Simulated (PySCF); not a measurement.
How methods differ on the excitation energy of Mg⁺

Mg⁺ [Ne] 3s1 (2S) → Mg⁺ [Ne] 3p1 (2P), as a difference of total energies. Computed with PySCF 2.14 in aug-cc-pVTZ with one added diffuse shell each of s, p, d, f type (7s6p4d3f, 66 functions), with no relativity, point nucleus. The calculations carry no spin-orbit coupling.

| method | excitation energy (eV) |
| --- | --- |
| UHF | 4.278 |
| LDA | 4.213 |
| PBE | 4.060 |
| PBE0 | 4.118 |
| r2SCAN | 4.027 |
| MN15 | 4.105 |
| CAM-B3LYP | 4.348 |
| B97-3 | 4.037 |

Q: Which method comes closest to the reference value, and which is furthest?

A: The reference is 4.43 eV (measured; NIST levels, between the centres of gravity of the two terms). Closest: CAM-B3LYP (error -0.082 eV); furthest: r2SCAN (error -0.403 eV).
